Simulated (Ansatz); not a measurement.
`[Cl][Ga]([Cl])[I]` + H₂Se → `[Cl][Ga]([Cl])[SeH]` + HI  (ligand exchange at a Ga–I bond)

Calculated with Ansatz (gas phase, PBE0-D4/def2-TZVP geometries, no zero-point term in ΔE). CBS: MP2 limit from def2 TZ/QZ plus the TZ coupled-cluster correction, frozen cores. DFT in def2-TZVPP. HSE06 is defined as in plane-wave codes. Elements past krypton have def2 core potentials. For Ga, I, Se outer-core shells are correlated without core-valence functions, which leaves a few kJ/mol of doubt a bond. Scalar relativity is left out up to krypton. Each species was taken in one conformer, which may not be the lowest.

Q: Is it downhill or uphill in electronic energy at CCSD(T)/CBS, and by how much? (Estimate.)

A: Ansatz gave: Uphill: ΔE = +19.5 kJ/mol.

Q: What do these levels give: LDA (SPW92), r2SCANh-D4, HSE06-D4, PBE-QIDH, PBE, r2SCANh, r2SCAN0, BHLYP, HF/def2-SVP, CCSD/def2-SVP, MP2/def2-TZVPP, SCS-MP2/def2-TZVPP? (Best estimate.)

A: Computed: LDA (SPW92) 14.2, r2SCANh-D4 19.2, HSE06-D4 19.4, PBE-QIDH 20.8, PBE 16.9, r2SCANh 19.2, r2SCAN0 20.2, BHLYP 21.4, HF/def2-SVP 27.9, CCSD/def2-SVP 23.1, MP2/def2-TZVPP 20.8, SCS-MP2/def2-TZVPP 20.5 kJ/mol.

Q: What do rigid-rotor, harmonic-oscillator terms from PBE0-D4/def2-TZVP frequencies (298.15 K, 1 bar) make of the CCSD(T)/CBS value? (An estimate is asked.)

A: Ansatz gave: ΔZPE = -1.6 kJ/mol, ΔH = +18.1 kJ/mol, ΔS = -4 J/(mol·K), ΔG = +19.2 kJ/mol.

Largest T1 diagnostic among the species: 0.011.

In def2-TZVPP, CCSD(T) changes the Hartree–Fock value by −8.9 kJ/mol (the triples alone add −0.5 kJ/mol) and MP2 by −5.6 kJ/mol. Leaving LDA and LC-ωPBE aside and taking each functional with its dispersion term where it has one, the values, not all of them listed here, spread over 5.8 kJ/mol, from revPBE-D4 to BHLYP-D4.
